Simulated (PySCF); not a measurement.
CH3ClF2Si, SMILES C[Si](F)(F)Cl. Atoms are numbered in the order given.

```xyz
8

C      1.5131     1.2629     0.0000
Si    -0.0721     0.3236     0.0000
F     -0.9647     0.6955     1.2908
F     -0.9647     0.6955    -1.2908
Cl     0.2215    -1.7059     0.0000
H      2.1069     1.0135     0.8926
H      2.1069     1.0135    -0.8926
H      1.3166     2.3465     0.0000
```

Geometry: B3LYP-D3(BJ)/def2-SVP.

Level of theory: PySCF with PBE/def2-TZVP.

Symmetry labels are those of the subgroup Cs that the program uses (full group Cs).

### Question
List the valence orbital energies around the gap with their symmetry. (An estimate is asked for; the answer gives what the named calculation found.)

### Answer

| orbital | symmetry | energy (eV) |
|---|---|---|
| HOMO−7 | A" | -10.74 |
| HOMO−6 | A' | -10.55 |
| HOMO−5 | A" | -10.32 |
| HOMO−4 | A' | -10.19 |
| HOMO−3 | A" | -9.91 |
| HOMO−2 | A' | -8.85 |
| HOMO−1 | A" | -8.31 |
| HOMO | A' | -8.22 |
| LUMO | A' | -0.23 |
| LUMO+1 | A" | 0.29 |
| LUMO+2 | A' | 0.54 |
| LUMO+3 | A' | 0.74 |
